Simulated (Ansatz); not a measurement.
Two isomers of C4H7Br: A = `CC/C=C\Br`, B = `C=C(Br)CC`.

Computed with Ansatz on PBE0-D4/def2-TZVP structures; ΔE is electronic, products minus reactants. CBS: MP2 limit from def2 TZ/QZ plus the TZ coupled-cluster correction, frozen cores. Functionals use def2-TZVPP. B3LYP here is the variant with VWN-RPA as its local correlation; programs differ in this. For Br outer-core shells are correlated without core-valence functions, which leaves a few kJ/mol of doubt a bond. Scalar relativity is left out up to krypton. One conformer a species, not always the lowest.

**Question.** Which isomer does CCSD(T)/CBS put lower? Give the gap. (An estimate is asked.)

**Answer.** Ansatz gave: B, by 1.8 kcal/mol.

**Question.** Give E(B) − E(A) in kcal/mol with r2SCAN-D4, ωB97M-V, BLYP-D4, CCSD(T)/def2-SVP, MP2/def2-TZVPP, B3LYP, PBE-D4. (Estimate.)

**Answer.** Computed: r2SCAN-D4 -1.5, ωB97M-V -1.6, BLYP-D4 -1.4, CCSD(T)/def2-SVP -1.8, MP2/def2-TZVPP -2.3, B3LYP -0.7, PBE-D4 -1.2. None reverses the order clearly.

**Question.** Does the order hold for the free energy at 298.15 K (harmonic terms from PBE0-D4)? (Best estimate.)

**Answer.** Ansatz gave: Yes: G(B) − G(A) = -1.3 kcal/mol, for one conformer each. Modes under 60 cm⁻¹, often nearly free rotors, make the harmonic entropy too high.

Largest T1 diagnostic: 0.009.

In def2-TZVPP, CCSD(T) changes the Hartree–Fock value by −1.0 kcal/mol (the triples alone add −0.2 kcal/mol) and MP2 by −1.6 kcal/mol. Leaving LDA and LC-ωPBE aside and taking each functional with its dispersion term where it has one, the values, not all of them listed here, spread over 0.5 kcal/mol, from ωB97M-V to HSE06-D4.
